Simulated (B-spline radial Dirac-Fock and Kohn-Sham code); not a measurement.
Kohn-Sham estimates against Dirac-Fock for the levels of Sr

System: neutral strontium, [Kr] 4d2 (an excited configuration).

The density-functional columns are spherical, spin-unpolarised Dirac-Kohn-Sham results without Breit or QED terms: −ε is minus the orbital energy of the initial state and ΔSCF the difference of two total energies. The reference in the last column comes from multi-electron Dirac-Fock with separately optimised hole states, Breit and Lamb-shift corrections added in first order. All numbers are from a radial atomic solver, in eV; a selection of levels is shown. The Kohn-Sham columns are given as differences from the reference. For the 1s level of heavy atoms much of the gap between ΔSCF and the reference is the Breit and QED part, -39.2 eV here; for other levels the error of the functional can be larger.

```tsv
level	LDA −ε − DF	LDA ΔSCF − DF	Dirac-Fock
K (1s)	-204.3	+34.2	16109.2
L1 (2s)	-74.0	-36.5	2226.5
L2 (2p1/2)	-52.2	-5.2	2012.6
L3 (2p3/2)	-53.2	-8.0	1945.3
M1 (3s)	-34.4	-22.5	365.5
M2 (3p1/2)	-25.8	-13.9	287.1
M3 (3p3/2)	-25.6	-14.0	276.5
M4 (3d3/2)	-11.1	+0.8	138.9
M5 (3d5/2)	-11.2	+0.7	137.2
N1 (4s)	-7.3	-3.2	46.81
N2 (4p1/2)	-3.0	+0.7	25.41
N3 (4p3/2)	-3.1	+0.6	24.28
N4,5 (4d)	-1.0	+1.1	1.97
```

Values without a named source are computed, but for edge energies of neutral atoms, which are taken from tables.
